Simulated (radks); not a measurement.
Ti3+, 19 electrons, occupied as [Ar] 3d1. Calculated with a radial shooting solver on a logarithmic mesh with Libxc functionals: scalar-relativistic Kohn-Sham, PBE, spin-unpolarised, spherical densities, finite nucleus; Fermi nuclear charge, rms radius 3.5921 fm.

Unscreened Slater integrals over Kohn-Sham orbitals (hartree).

F0(3d,3d): 0.72564
F2(3d,3d): 0.34285
F4(3d,3d): 0.21477
F0(3d,3p): 0.78219
F2(3d,3p): 0.37542
G1(3d,3p): 0.46784
G3(3d,3p): 0.28404
F0(3d,3s): 0.80329
G2(3d,3s): 0.35698
F0(3d,2p): 1.0006
F2(3d,2p): 0.17606
G1(3d,2p): 0.12298
G3(3d,2p): 0.069586
F0(3p,3p): 0.85439
F2(3p,3p): 0.43067
F0(3p,3s): 0.87949
G1(3p,3s): 0.58580
F0(3p,2p): 1.1593
F2(3p,2p): 0.22501
G0(3p,2p): 0.088639
G2(3p,2p): 0.091781
F0(3s,3s): 0.90723
F0(3s,2p): 1.2049
G1(3s,2p): 0.098108
F0(2p,2p): 3.1549
F2(2p,2p): 1.4790

Derived for the open shells (J is the average intra-shell exchange parameter used in DFT+U). 3d: Racah B = F2/49 - 5 F4/441 = 0.004562 hartree, C = 35 F4/441 = 0.01705 hartree, C/B = 3.74, F4/F2 = 0.626, J = (F2 + F4)/14 = 0.03983 hartree.
